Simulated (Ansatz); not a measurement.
Nb₂S₂⁺, relaxed as a doublet with UKS PBE-D4/def2-SVP in Ansatz, starting from the GFN1-xTB geometry. Force threshold 0.02 eV/Å.

In the def2 sets Nb takes a core potential; there is no spin–orbit coupling. The structure comes from a short search, and lower isomers may exist.

Start:

Cartesian coordinates in Å:
```
Nb -0.0940 -1.2818 0.5620
Nb -0.3233 1.2392 0.5722
S 1.7394 0.1599 -0.0005
S -1.3221 -0.1172 -1.1337
```

```json
{"step": "1", "energy (eV)": "-24751.6167", "largest force component (eV/Å)": "3.879", "SCF passes": "124"}
{"step": "2", "energy (eV)": "-24751.9511", "largest force component (eV/Å)": "4.054", "SCF passes": "49"}
{"step": "3", "energy (eV)": "-24752.2360", "largest force component (eV/Å)": "0.110", "SCF passes": "48"}
{"step": "4", "energy (eV)": "-24752.2374", "largest force component (eV/Å)": "0.011", "SCF passes": "42"}
```

Force components are those of the run's own axes.

End:

| atom | x (Å) | y (Å) | z (Å) |
| --- | --- | --- | --- |
| Nb1 | -0.084 | -1.160 | 0.508 |
| Nb2 | -0.292 | 1.122 | 0.518 |
| S3 | 1.813 | 0.166 | 0.088 |
| S4 | -1.436 | -0.128 | -1.115 |

By distances, no bond broke or formed. The bond that changes most is Nb1–S3, from 2.40 to 2.35 Å (atoms count from 1).

No frequencies were taken in this run, so the end may be a saddle point.

It took 10 s on 4 threads of Intel Xeon 6975P-C on a shared host.
